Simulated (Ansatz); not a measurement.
Species: GeAsH5, charge 0, singlet. GeAsH5 (SMILES [GeH3][AsH2]).
B3LYP-D3(BJ)/def2-TZVP minimum from Ansatz (a program for electronic structure):
```xyz
7

Ge    -1.1684     0.1105     0.2683
As     1.1952    -0.1020    -0.3334
H     -1.9709    -0.9093    -0.5590
H     -1.6358     1.5289    -0.1036
H     -1.4340    -0.1324     1.7641
H      1.3468    -1.3974     0.4587
H      1.6407     0.7407     0.8581
```
Charge 0, spin multiplicity 1.

Wanted: atomisation energy (electronic, to ground-state atoms), in kcal/mol. UHF or UKS for unpaired electrons; spin-orbit terms are left out. Cores are frozen in correlated methods (noble-gas shells, and filled d and f shells in the p block). No relativity. CBS(X,Y): correlation extrapolated as X^-3, Hartree-Fock from the larger set. A bracket is a step between two methods taken in the basis named. Double hybrids freeze cores in their MP2 part. Where a partner has so few electrons that a lower coupled-cluster level is exact, that level stands in.

CCSD(T)/CBS(cc-pVTZ,cc-pVQZ) + [CCSDT(Q) - CCSD(T)]/cc-pVTZ (Ansatz) gives 409.6 kcal/mol.

What does PBE/def2-TZVPD (Ansatz) give here, and how do the other levels compare?

PBE gives 405.3 kcal/mol, 4.3 kcal/mol below it. Differences of the others: r2SCAN/def2-TZVPD (Ansatz) 2.6; PBE0/def2-TZVPD (Ansatz) -6.6; wB97M-V/def2-TZVPD (Ansatz) -0.3; B2PLYP/def2-TZVPD (Ansatz) -8.3; CCSD(T)/CBS(cc-pVTZ,cc-pVQZ) (Ansatz) -0.3 kcal/mol.
